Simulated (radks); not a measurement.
Question: These are the eigenvalues of the occupied orbitals of an atom or ion with whole-number occupations (hartree). Calculated with a radial shooting solver on a logarithmic mesh with Libxc functionals: non-relativistic Kohn-Sham, LB94 model potential, spin-polarised, spherical densities, point nucleus.

1s down: -718.4782
1s up: -718.4776
2s up: -103.9858
2s down: -103.9817
2p up: -96.28474
2p down: -96.27786
3s up: -21.33277
3s down: -21.32938
3p up: -18.34546
3p down: -18.34238
3d up: -12.86795
3d down: -12.86628
4s up: -6.25374
4s down: -6.23679
4p up: -5.33993
4p down: -5.31978

Which element is it, and in what charge state? The configuration may be excited. Open shells, if any, are filled with parallel spins first.

Answer: Z = 42, molybdenum, charge +7: Mo7+ in [Ar] 3d10 4s2 4p5. The list shows which subshells hold electrons but not how many an open one holds; the 1s level, -718.48 hartree, gives Z - s = 37.9 by -(Z - s)^2/2, which with screening narrows Z to a few neighbours, and the depths of the outer levels then fix element, charge and occupations together.
